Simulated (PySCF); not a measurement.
## Electron correlation in Te²⁺ (tellurium, charge +2)

Starting occupation: [Kr] 4d10 5s2 5p2, 5p1/2 with m_j = -1/2, +1/2. Computed with PySCF 2.14 in x2c-TZVPPall-2c with one added diffuse shell each of s, p, d, f type (9s10p6d3f, 90 functions), with X2C-1e with screened-nucleus spin-orbit coupling, Gaussian nucleus. Frozen: [Kr]; 14 electrons correlated; the 8 highest virtual spinors left out.

MP2 pair energies summed by pair of shells (mhartree):

```json
{"pair": "4d3/2-4d5/2", "energy": "-117.24", "share (%)": "28.9"}
{"pair": "4d5/2-4d5/2", "energy": "-87.50", "share (%)": "21.6"}
{"pair": "4d5/2-5s1/2", "energy": "-39.20", "share (%)": "9.7"}
{"pair": "4d3/2-4d3/2", "energy": "-37.78", "share (%)": "9.3"}
{"pair": "4d5/2-5p1/2", "energy": "-25.32", "share (%)": "6.2"}
{"pair": "4d3/2-5s1/2", "energy": "-25.04", "share (%)": "6.2"}
{"pair": "5p1/2-5s1/2", "energy": "-23.29", "share (%)": "5.7"}
{"pair": "5s1/2-5s1/2", "energy": "-17.89", "share (%)": "4.4"}
{"pair": "4d3/2-5p1/2", "energy": "-16.92", "share (%)": "4.2"}
{"pair": "5p1/2-5p1/2", "energy": "-15.76", "share (%)": "3.9"}
```

Total MP2 correlation energy: -405.95 mhartree.

The virtual space was cut to 108 spinors, which keep -405.88 of the -405.95 mhartree of MP2 correlation.

```tsv
level	correlation energy (mhartree)
CCSD	-396.21
(T)	-8.92
CCSD(T)	-405.13
```

Diagnostics: T1 = 0.0058, largest double amplitude 0.185.

A double-excitation amplitude exceeds 0.15, a sign of near-degeneracy.

Cost of the coupled-cluster step: 580 s of wall time on 4 threads of Neoverse-V1 (shared host), for 14 occupied and 108 virtual spinors.

This basis was not built for core-valence correlation, so the inner-shell part is incomplete.
